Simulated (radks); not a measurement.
Values are calculated unless marked as measured or tabulated.
Radial electron density D(r) = 4 pi r^2 rho(r) of an atom or ion with 14 electrons. Level of theory: Dirac Kohn-Sham, PBE, spin-unpolarised, spherical densities, point nucleus (a radial shooting solver on a logarithmic mesh with Libxc functionals).

r (bohr)  D(r) (e/bohr)
0.002624          1.578
0.003283          2.349
0.004074          3.414
0.005097          4.971
0.006377          7.127
0.007978          10.02
0.009981          13.76
0.01249           18.35
0.0155            23.37
0.01939           28.72
0.02426           33.39
0.03035           36.32
0.03796           36.65
0.0475            34.36
0.05895           30.96
0.07375           28.78
0.09226           30.39
0.1154            35.63
0.1444            40.47
0.1807            39.33
0.226             30.36
0.2805            18.89
0.3509            11.25
0.4391            9.724
0.5493            9.324
0.6872            6.260
0.8597            2.481
1.067            0.5648
1.335           0.05846
1.67           0.002438

What is the nuclear charge?

Answer. Z = 30. The innermost maximum, from 1s, lies near gamma/Z bohr with gamma = sqrt(1 - (Z/c)^2) = 0.976, here 0.0325 bohr (found: 0.0348), and its height grows with Z. The density is that of the zinc ion Zn16+ in [Ne] 3s2 3p2; the configuration itself is not fixed sharply by these data, and Z only to about a unit. D(r) has 3 maxima, at r = 0.0348, 0.156, 0.479 bohr, and minima at 0.0761, 0.432 bohr, inside which lie 2.13, 10.70 electrons.
